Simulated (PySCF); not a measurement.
## Name the molecule from its bond curve

A diatomic of charge +1 contains Hf. Its triplet curve at UHF-CCSD(T) in a triple-zeta basis (scalar-relativistic core potentials, PySCF), in eV from the separated fragments:

```json
{"R (Å)": "2.008", "E (eV)": "-3.612"}
{"R (Å)": "2.097", "E (eV)": "-4.157"}
{"R (Å)": "2.164", "E (eV)": "-4.361"}
{"R (Å)": "2.231", "E (eV)": "-4.433"}
{"R (Å)": "2.298", "E (eV)": "-4.405"}
{"R (Å)": "2.387", "E (eV)": "-4.250"}
{"R (Å)": "2.499", "E (eV)": "-3.932"}
{"R (Å)": "2.633", "E (eV)": "-3.443"}
```

The fit gives ωe = 446 cm⁻¹ and the rotational constant Bₑ = 0.1145 cm⁻¹.

Which atom is the partner?

The minimum lies at 2.243 Å, so the reduced mass is 16.8576 u Å² cm⁻¹/(Bₑ·Re²) = 29.26 u. With Hf at 179.95 u the partner weighs about 34.9 u: Cl. The molecule is HfCl⁺.

Correlated steps freeze 5 core orbitals. Spin–orbit coupling is left out. The state is the lowest single determinant that the PBE0 search found; with open d or f shells the true ground state can be another one.
